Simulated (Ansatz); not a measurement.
`CC(C)C` + `[SiH3]OBS` → `CSBO[SiH3]` + `CCC`  (substitution at a C–C bond)

Gas-phase electronic energies from Ansatz, PBE0-D4/def2-TZVP geometries. CCSD(T)/CBS adds triple-zeta CCSD(T) − MP2 to the extrapolated MP2 energy (def2 sets, frozen cores). Functionals use def2-TZVPP. One conformer a species, not always the lowest.

```
         level  ΔE (kJ/mol)
       ωB97X-V         12.4
       ωB97M-V         12.9
       r2SCANh         10.6
MP2/def2-QZVPP         14.3
```

What does CCSD(T)/CBS give? (Best estimate.)

Computed: +14.0 kJ/mol. The listed levels differ from it by -1.6, -1.1, -3.4, 0.3 kJ/mol.

Largest T1 diagnostic among the species: 0.013.

At CCSD(T), def2-SVP lies +10.6 kJ/mol from the extrapolated value and def2-TZVPP +2.0 kJ/mol. From BLYP to BHLYP (50 % exact exchange), in def2-TZVPP and without D4, ΔE moves by +6.8 kJ/mol. Leaving LDA and LC-ωPBE aside and taking each functional with its dispersion term where it has one, the values, not all of them listed here, spread over 5.7 kJ/mol, from PBE-D4 to CAM-B3LYP-D4. LDA lies +10.0 kJ/mol from PBE without D4.
